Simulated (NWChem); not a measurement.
System: CH₄ClFOSi; SMILES CO[SiH](F)Cl

NWChem input:

```
start job
memory heap 200 mb stack 900 mb global 1100 mb
geometry units angstroms noautosym nocenter noautoz
  Si     0.290185    -0.082300     0.379816
  F      1.783642     0.082501    -0.253478
  Cl    -0.426255    -1.943467    -0.097451
  O     -0.742506     1.011443    -0.304182
  C     -0.618774     2.419933    -0.159581
  H      0.416539     0.085027     1.855426
  H      0.263998     2.810071    -0.711664
  H     -0.529353     2.726421     0.907610
  H     -1.529604     2.892446    -0.577715
end
basis spherical
  Si library 6-31g*
  F library 6-31g*
  Cl library 6-31g*
  O library 6-31g*
  C library 6-31g*
  H library 6-31g*
end
dft
  xc hfexch
  iterations 150
  mulliken
end
task dft energy
esp
  recalculate
  probe 0.07
  range 0.3
  factor 1.0
  spacing 0.02
end
task esp
```

Excerpt of the output:

```
             Northwest Computational Chemistry Package (NWChem) 7.3.0
             --------------------------------------------------------

                             Geometry "geometry" -> ""
                             -------------------------

 Output coordinates in angstroms (scale by  1.889725989 to convert to a.u.)

  No.       Tag          Charge          X              Y              Z
 ---- ---------------- ---------- -------------- -------------- --------------
    1 Si                  14.0000     0.29018500    -0.08230000     0.37981600
    2 F                    9.0000     1.78364200     0.08250100    -0.25347800
    3 Cl                  17.0000    -0.42625500    -1.94346700    -0.09745100
    4 O                    8.0000    -0.74250600     1.01144300    -0.30418200
    5 C                    6.0000    -0.61877400     2.41993300    -0.15958100
    6 H                    1.0000     0.41653900     0.08502700     1.85542600
    7 H                    1.0000     0.26399800     2.81007100    -0.71166400
    8 H                    1.0000    -0.52935300     2.72642100     0.90761000
    9 H                    1.0000    -1.52960400     2.89244600    -0.57771500

 Effective nuclear repulsion energy (a.u.)     303.4404500263

  xc_inp: hfexch multiplicative factor not found.

                                 NWChem DFT Module
                                 -----------------

 Summary of "ao basis" -> "ao basis" (spherical)
 ------------------------------------------------------------------------------
       Tag                 Description            Shells   Functions and Types
 ---------------- ------------------------------  ------  ---------------------
 Si                          6-31g*                  8       18   4s3p1d
 F                           6-31g*                  6       14   3s2p1d
 Cl                          6-31g*                  8       18   4s3p1d
 O                           6-31g*                  6       14   3s2p1d
 C                           6-31g*                  6       14   3s2p1d
 H                           6-31g*                  2        2   2s

            General Information
            -------------------
          SCF calculation type: DFT
          Wavefunction type:  closed shell.
          No. of atoms     :     9
          No. of electrons :    58
           Alpha electrons :    29
            Beta electrons :    29
          Charge           :     0
          Spin multiplicity:     1
          Use of symmetry is: off; symmetry adaption is: off
          Maximum number of iterations: 150
          AO basis - number of functions:    86
                     number of shells:    42
          Convergence on energy requested:  1.00D-06
          Convergence on density requested:  1.00D-05
          Convergence on gradient requested:  5.00D-04

              XC Information
              --------------
                     Hartree-Fock (Exact) Exchange  1.000

      Superposition of Atomic Density Guess
      -------------------------------------

 Sum of atomic energies:        -962.04775880

      Non-variational initial energy
      ------------------------------

 Total energy =    -963.584490
 1-e energy   =   -1934.821471
 2-e energy   =     667.796532
 HOMO         =      -0.382745
 LUMO         =       0.071709

     ---------------------------------------------
      Total Density - Mulliken Population Analysis
     ---------------------------------------------

    Atom       Charge   Shell Charges
 -----------   ------   -------------------------------------------------------
    1 Si  14    12.48   2.00  2.00  5.97  0.79  1.10  0.18  0.20  0.24
    2 F    9     9.62   2.00  0.95  3.47  1.00  2.19  0.01
    3 Cl  17    17.40   2.00  2.00  5.98  1.37  3.69  0.57  1.78  0.01
    4 O    8     8.84   2.00  0.92  3.09  0.89  1.92  0.02
    5 C    6     6.19   2.00  0.69  1.80  0.64  1.01  0.05
    6 H    1     1.05   0.46  0.60
    7 H    1     0.81   0.48  0.33
    8 H    1     0.81   0.47  0.34
    9 H    1     0.80   0.48  0.33

[...]

                     NWChem Electrostatic Potential Fit Module
                     -----------------------------------------

 Atom parameters

 Number of atoms is                                    9
 Number of basis functions is                         86

 Grid parameters

 Maximum number of grid points is                  39920
 Number of grid points is                          39919
 Grid range                                     0.300000 nm
 Grid spacing                                   0.020000 nm
 Probe radius                                   0.070000 nm
 Atom radius factor                             1.000000

 Atomic radii

    1    0.100000
    6    0.147000
    8    0.136000
    9    0.128000
   14    0.187000
   17    0.169000
 FASTESP  F
  using M.O. file = ./job.movecs

    Atom              Coordinates                           Charge

                                                  ESP

    1 Si    0.029019   -0.008230    0.037982    1.055536
    2 F     0.178364    0.008250   -0.025348   -0.362199
    3 Cl   -0.042626   -0.194347   -0.009745   -0.283266
    4 O    -0.074251    0.101144   -0.030418   -0.546378
    5 C    -0.061877    0.241993   -0.015958    0.253740
    6 H     0.041654    0.008503    0.185543   -0.151949
    7 H     0.026400    0.281007   -0.071166    0.022961
    8 H    -0.052935    0.272642    0.090761   -0.005742
    9 H    -0.152960    0.289245   -0.057772    0.017298
                                            ------------
                                                0.000000

 Dipole moment                                  1.268962

 Quadrupole moment Qxx                         -6.845846
                   Qyy                          5.310979
                   Qzz                          1.534866

 RMS deviation kJ/mol                           0.064810

 RRMS %                                        27.600892
```

Level: Hartree-Fock/6-31G* (spherical d). The geometry was optimised at PBE-D3(BJ)/def2-SVP.
